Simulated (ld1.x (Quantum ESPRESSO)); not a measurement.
Before and after: RRKJ potential for N (Z = 7)

| Item | Value |
| --- | --- |
| Element | N |
| Generator | ld1.x (Quantum ESPRESSO) 7.5 |
| Type | norm-conserving RRKJ (Kleinman–Bylander form) |
| Functional | PBE |
| Relativity | scalar-relativistic |
| Frozen core | [He] |
| Valence charge | 5 |
| Reference configuration | 2s2 2p3 |
| Partial waves | 2p (bound): rc 2.50 bohr; 2s (bound): rc 0.90 bohr |
| Local potential | the s channel |
| Core correction | a·sin(br)/r model core, default radius (core density twice the valence density) |

Change: core correction none.

Cutoffs: the cutoffs (Ry, on a coarse ladder) from which the occupation-weighted sum of valence levels, in a spherical-Bessel basis at the reference potential, stays within 10 and 1 mRy of its value at 400 Ry; they do not see the model core or the augmentation charge, which bear on the density cutoff. Errors are all-electron minus pseudo energies relative to the spin-unpolarised reference configuration.

Task: How do hardness, ghosts and transferability respond?

Result: The potential gets neither clearly harder nor softer (55 Ry and 140 Ry → 55 Ry and 140 Ry); of the 7 tests that both files solve, the error grows in 0 and shrinks in 2 by more than 15 % and 0.3 meV (median size 206.8 → 171.7 meV); neither file shows a bound ghost. The default core radius of the base comes out at 0.41 bohr.

| quantity | base | changed |
| --- | --- | --- |
| cutoff, loose | 55 Ry | 55 Ry |
| cutoff, tight | 140 Ry | 140 Ry |
| bound ghosts | none | none |
| error for 2s2 2p2, meV [ΔE 13.59 eV] | +150 | +150 |
| error for 2s2 2p1, meV [ΔE 42.45 eV] | +1207 | +1206 |
| error for 2s2 2p0, meV [ΔE 89.53 eV] | +4440 | +4430 |
| error for 2s1 2p4, meV [ΔE 11.51 eV] | -52 | -42 |
| error for 2s0 2p5, meV [ΔE 23.04 eV] | -207 | -172 |
| error for 2s1 2p3, meV [ΔE 25.37 eV] | -236 | -227 |
| error for 2s2 2p2.5, meV [ΔE 5.09 eV] | +23 | +23 |
| s: phases at 2.71 bohr within 0.05 rad from the reference energy up to (Ry; the scan ends near 5) | to the end of the scan | to the end of the scan |
| p: phases at 2.71 bohr within 0.05 rad from the reference energy up to (Ry; the scan ends near 5) | 0.7 | 0.7 |
